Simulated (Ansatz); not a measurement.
Consider the substitution at a C–C bond: `CC(C)B(O)O` + `C[Si](N)(O)F` → `CO[Si](C)(N)F` + `CCB(O)O`.

Gas-phase electronic energies from Ansatz, PBE0-D4/def2-TZVP geometries. CCSD(T)/CBS is the MP2 limit (def2-TZVPP, def2-QZVPP) plus CCSD(T) − MP2 in def2-TZVPP, frozen cores. DFT in def2-TZVPP. B3LYP here is the variant with VWN-RPA as its local correlation; programs differ in this. One conformer a species, not always the lowest.

```tsv
level	ΔE (kJ/mol)	difference from CCSD(T)/CBS
PBE-D4	48.3	-5.9
r2SCAN-D4	49.2	-5.0
PBE0-D4	49.9	-4.3
B3LYP-D4	43.5	-10.7
ωB97X-V	47.1	-7.1
ωB97M-V	50.0	-4.2
B2PLYP	46.9	-7.3
PBE	46.9	-7.3
r2SCAN	48.9	-5.3
PBE0	48.7	-5.5
HF/def2-TZVPP	37.4	-16.8
MP2/def2-TZVPP	58.4	4.2
CCSD(T)/def2-TZVPP	52.2	-2.0
HF/def2-QZVPP	37.1	-17.1
SCS-MP2/def2-QZVPP	53.2	-1.0
MP2/CBS(def2)	60.3	6.1
CCSD(T)/CBS	54.2	0
```

Largest T1 diagnostic among the species: 0.011.

In def2-TZVPP, CCSD(T) changes the Hartree–Fock value by +14.8 kJ/mol (the triples alone add +1.4 kJ/mol) and MP2 by +20.9 kJ/mol.

CCSD(T)/CBS has its own doubt, a few kJ/mol and more with outer-core shells, so smaller differences from it don't rank the levels.
